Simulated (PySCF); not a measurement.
## SMILES CC(C)=C(Cl)C(=O)Cl, C5H6Cl2O

Geometry:
```csv
atom,x (Å),y (Å),z (Å)
C1,-1.268,1.291,-0.206
C2,-0.306,0.167,-0.033
C3,-0.896,-1.166,0.275
C4,1.031,0.360,-0.132
Cl5,1.663,1.943,-0.448
C6,1.997,-0.716,0.026
O7,1.756,-1.876,0.178
Cl8,3.684,-0.190,-0.011
H9,-1.485,1.730,0.768
H10,-2.203,0.929,-0.626
H11,-0.859,2.073,-0.840
H12,-0.800,-1.825,-0.588
H13,-0.367,-1.655,1.090
H14,-1.948,-1.066,0.526
```

Theory: GIAO BHandHLYP/pcSseg-1 magnetisability, rotational g tensor and spin-rotation constants, non-relativistic, gas phase in PySCF. Geometry: GFN2-xTB.

How diamagnetic is it, and how anisotropic?

Isotropic -1392 × 10⁻³⁰ J/T², or -83.8 × 10⁻⁶ cm³/mol; principal values -1551, -1346, -1278 × 10⁻³⁰ J/T², anisotropy 246 × 10⁻³⁰ J/T² (root of half the summed squared differences of the principal values). The susceptibility is in cgs units.

Split it along the inertial axes a, b, c into diamagnetic and paramagnetic parts about the centre of mass, with the quadrupole moment.


| axis | χ (10⁻⁶ cm³/mol) | diamagnetic (10⁻⁶ cm³/mol) | paramagnetic (10⁻⁶ cm³/mol) | summed x² of all electrons (Å²) | quadrupole Θ (D Å) |
| --- | --- | --- | --- | --- | --- |
| a | -80.2 | -677.2 | 597.0 | 245.0 | +6.89 |
| b | -77.9 | -1107.1 | 1029.1 | 143.6 | -6.69 |
| c | -93.3 | -1648.7 | 1555.4 | 16.0 | -0.20 |

Anisotropies 2χaa − χbb − χcc = +10.9 and 2χbb − χaa − χcc = +17.7 × 10⁻⁶ cm³/mol. Θ is traceless in Buckingham's convention.

And the rotational g tensor?


```tsv
axis	rotational constant (GHz)	g	nuclear part	electronic part
a	2.0243	-0.0299	0.5378	-0.5677
b	1.1733	-0.0142	0.5531	-0.5673
c	0.7505	-0.0050	0.5434	-0.5484
```
Asymmetric top; isotopes 12C, 35Cl, 1H, 16O; no vibrational averaging.
